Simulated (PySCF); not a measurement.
Pd (palladium, neutral): TPSSh calculation

Configuration: [Kr] 4d9 5p1, one real determinant (an excited configuration). All numbers are calculated (PySCF 2.14, scalar relativity through the core potential, in aug-cc-pVDZ-PP with ECP28MDF (5s5p4d2f, 54 functions)).

```
Total energy                                                  : -127.2347 hartree
One-electron energy                                           : -223.8808 hartree
Hartree (Coulomb) energy                                      : 109.2294 hartree
Exchange-correlation energy                                   : -12.5833 hartree
⟨S²⟩                                                          : 2.0007
⟨L²⟩                                                          : 8.028
Sum of ⟨r⟩                                                    : 26.31 bohr
Sum of ⟨r²⟩                                                   : 58.87 bohr²
Traceless quadrupole moment −½Σ⟨3z² − r²⟩ along its main axis : -9.34 e·bohr²
```

```tsv
shell	electrons	mean orbital energy (eV)	spread (eV)	rms radius, mean of both spins (bohr)
4s α	1	-94.077	0	1.02
4s β	1	-93.154	0	1.02
4p α	3	-58.986	1.364	1.12
4p β	3	-57.979	0.144	1.12
4d α	5	-9.239	1.476	1.65
4d β	4	-8.492	0.620	1.65
5p α	1	-2.286	0	4.99
```

⟨L²⟩ = 8.03 against 12 for a pure F term, so this real determinant mixes terms. Energies and moments cover only the electrons outside the core potential.
